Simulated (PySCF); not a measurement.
C2H8O2Si2, SMILES C[C@H]1O[Si@H](O)[SiH2]1.

Geometry optimised at ωB97X-D3(BJ)/def2-SVP. The structure was generated by enumeration; whether it is a known compound was not checked. Other conformers were not sampled.

Two levels are set side by side: TDDFT-PBE/def2-SVPD (PySCF) and TDDFT-ωB97X/def2-SVPD (PySCF). Vertical, same geometry. The lowest singlet is HOMO→LUMO 86 % with PBE and HOMO→LUMO 84 % with the other functional; states are paired by order. Differences are taken from unrounded values.

```csv
quantity,TDDFT-ωB97X
lowest singlet excitation (eV),6.16
lowest triplet excitation (TDA) (eV),5.36
```

What does TDDFT-PBE give, and how far is it from TDDFT-ωB97X? (Estimate from the structure and the level; the computed values follow.)


```
quantity                              TDDFT-PBE  TDDFT-PBE minus TDDFT-ωB97X
------------------------------------  ---------  ---------------------------
lowest singlet excitation (eV)             5.30                        -0.86
lowest triplet excitation (TDA) (eV)       4.74                        -0.62
```

Functionals without exact exchange tend to place singlet excitations lower, as here. Differences between two approximate levels are no errors against the true value.

Rough cost on one machine, each run with all the roots and properties that it gave: TDDFT-ωB97X against TDDFT-PBE about 9 times.
